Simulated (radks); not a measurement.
Problem. Species: Eu+. Configuration: [Kr] 4d10 4f7 5s1.5 5p6 6s1.5 (fractional occupations, a model configuration). Calculated with a radial shooting solver on a logarithmic mesh with Libxc functionals: Dirac Kohn-Sham, PBE, spin-unpolarised, spherical densities, point nucleus; open shells are shared between the two j in proportion to 2j + 1. Some entries of the table are withheld. Estimate them.

orbital,occ.,eigenvalue (hartree),<1/r> (bohr^-1)
1s1/2,2,-1776.147,70.25
2s1/2,2,-291.8006,16.73
2p1/2,2,-276.8284,16.70
2p3/2,4,-253.0121,14.82
3s1/2,2,(1),6.088
3p1/2,2,(2),6.002
3p3/2,4,(3),5.528
3d3/2,4,-41.97984,5.404
3d5/2,6,-40.92342,5.285
4s1/2,2,-13.06530,(4)
4p1/2,2,-10.57046,(5)
4p3/2,4,-9.50017,(6)
4d3/2,4,-5.39607,2.050
4d5/2,6,-5.20412,2.010
5s1/2,1.5,-1.96472,0.9693
5p1/2,2,(7),0.8536
5p3/2,4,(8),0.7974
4f5/2,3,-0.44254,1.436
4f7/2,4,-0.41948,1.416
6s1/2,1.5,-0.34233,0.3387
5d3/2,0,(9),0.5030
5d5/2,0,(10),0.4905
6p1/2,0,-0.22492,0.2744
6p3/2,0,-0.21087,0.2613

Solution. 
(1) 3s1/2 eigenvalue (hartree): -64.46644
(2) 3p1/2 eigenvalue (hartree): -58.00539
(3) 3p3/2 eigenvalue (hartree): -53.15010
(4) 4s1/2 <1/r> (bohr^-1): 2.538
(5) 4p1/2 <1/r> (bohr^-1): 2.431
(6) 4p3/2 <1/r> (bohr^-1): 2.271
(7) 5p1/2 eigenvalue (hartree): -1.28960
(8) 5p3/2 eigenvalue (hartree): -1.14566
(9) 5d3/2 eigenvalue (hartree): -0.31925
(10) 5d5/2 eigenvalue (hartree): -0.30884
